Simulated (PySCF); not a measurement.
# Reading the logs of faulty runs: BGe2H6O cation

All numbers below are calculated, not measured. The program is PySCF 2.14.0, an open-source quantum chemistry code, run on an isolated molecule that a program drew, which may never have been made. The molecule is BGe2H6O cation (charge +1, singlet), drawn as the SMILES string `[GeH2+][BH][O][GeH3]`.

Each row is a Hartree-Fock (HF) and frozen-core CCSD(T) single point in the cc-pVDZ basis, meant for a local HF minimum. Run 1 is clean. Each other run has one planted mistake out of seven kinds, and not every kind appears here: one electron removed, one electron added, multiplicity raised by two, geometry at a saddle point, minimal basis STO-3G, one bond length entered in bohr, all coordinates scaled. The reference is restricted for singlets and unrestricted otherwise, and also for a bond in bohr. Adding or removing an electron swaps singlet and doublet. Electrons count all cores. HOMO and LUMO are orbital energies over both spins, the gradient is its largest component, and the lowest frequency (negative if imaginary) is given only where the gradient is small. Bond lengths are over the 9 bonds as drawn. T1 is the CCSD diagnostic: over 0.02 (restricted) or 0.045 (unrestricted) a single reference is doubtful. Germanium has the cc-pVDZ-PP basis, with a core potential (ECP10MDF) in place of its 10 inner electrons, and its 3s, 3p and 3d shells are frozen in CCSD(T).

Geometry of the clean run:
```xyz
10
BGe2H6O cation, angstrom
Ge    1.6889   -0.2423   -1.6897
B     0.2568    0.0725   -0.0994
O    -0.8110    0.6309   -0.5751
Ge   -2.4316    1.1842    0.1985
H     2.7161    0.7824   -2.1589
H     1.7349   -1.4674   -2.5966
H     0.5452   -0.2685    1.0055
H    -2.2738    0.8494    1.6703
H    -2.4603    2.6634   -0.1215
H    -3.4527    0.3468   -0.5416
```

```
run,electrons,basis functions,<S^2>,HOMO (eV),LUMO (eV),gradient (hartree/bohr),lowest frequency (cm^-1),mean bond (Å),longest bond (Å),T1,HF (hartree),CCSD(T) (hartree),mistake
1,82,104,0.000,-15.51,-5.01,3.4e-05,59,1.5694,2.163,0.0161,-689.57923,-690.07947,no fault
2,82,104,0.000,-15.46,-5.00,1.1e-02,-,1.5866,2.187,0.0165,-689.57814,-690.08047,all coordinates scaled
3,83,104,0.769,-6.54,2.28,4.8e-02,-,1.5694,2.163,0.0160,-689.79050,-690.30692,?
4,82,104,0.872,-13.55,-5.03,6.2e-03,-,1.7190,2.861,0.0386,-689.47265,-689.95886,?
```

**Which mistake was planted in run 3, and what did it cost?**

It counts 83 electrons, one more than the clean run, at the same geometry and basis. So the mistake is: one electron added. Subtracting run 1 and multiplying by 627.51 kcal/mol a hartree, the energy moved by -132.6 kcal/mol in HF and -142.7 kcal/mol in CCSD(T).

**Which mistake was planted in run 4, and what did it cost?**

The mean bond changes by a factor of 1.095 and the longest by 1.323, so the molecule wasn't scaled as a whole. A length L in bohr read as angstrom grows by (1/0.5292 - 1) L = 0.890 L. The 9 bonds together grew by 9 x 0.1496 = 1.346 Å, which gives L = 1.513 Å. That is the length of one of the Ge-H bonds, 1.514 Å in the clean geometry. So the mistake is: one bond length entered in bohr. Subtracting run 1 and multiplying by 627.51 kcal/mol a hartree, the energy moved by 66.9 kcal/mol in HF and 75.7 kcal/mol in CCSD(T).

